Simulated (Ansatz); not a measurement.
The cluster Li14⁺. Total charge 1; doublet. Geometry PBE/def2-SVP, basis def2-TZVP, Ansatz.

Cartesian coordinates in Å:
```
Li -2.448 1.643 -1.892
Li 0.045 -2.162 0.158
Li 1.414 2.551 0.890
Li -0.233 -0.900 -2.411
Li -1.926 2.331 1.471
Li 2.083 -3.372 -1.411
Li 2.223 -2.716 1.787
Li -0.390 1.072 -0.347
Li -0.782 3.973 -0.803
Li 0.943 2.104 -2.447
Li 0.232 -0.254 2.200
Li -0.899 -3.138 2.655
Li 2.150 -0.405 -0.416
Li -2.415 -0.727 0.566
```

```json
{"run": "A", "HOMO (eV)": "-5.68", "LUMO (eV)": "-4.91"}
{"run": "B", "HOMO (eV)": "-5.64", "LUMO (eV)": "-4.83"}
{"run": "C", "HOMO (eV)": "-5.57", "LUMO (eV)": "-5.11"}
{"run": "D", "HOMO (eV)": "-7.03", "LUMO (eV)": "-3.36"}
{"run": "E", "HOMO (eV)": "-5.99", "LUMO (eV)": "-4.59"}
```

HSE06 is defined as in plane-wave codes, on full-range PBE exchange. The structure comes from a short search, and lower isomers may exist.

HOMO and LUMO are taken over both spins.

Q: The runs used HSE06, PBE, PBE0, r2SCAN, ωB97X-V. Estimate which is which.

A: A HSE06 (range-separated); B r2SCAN (0 % exact exchange); C PBE (0 % exact exchange); D ωB97X-V (range-separated); E PBE0 (25 % exact exchange). Exact exchange lowers occupied and raises empty levels; among semilocal functionals meta-GGAs tend to open the gap a little, and such runs are hard to tell apart. The gap grows from 0.46 eV (PBE) to 3.67 eV (ωB97X-V). At r2SCAN/def2-TZVP, PBE0/def2-TZVP the charge 1 doublet is spin-contaminated (final ⟨S²⟩ up to 0.92, 0.75 for a pure state).
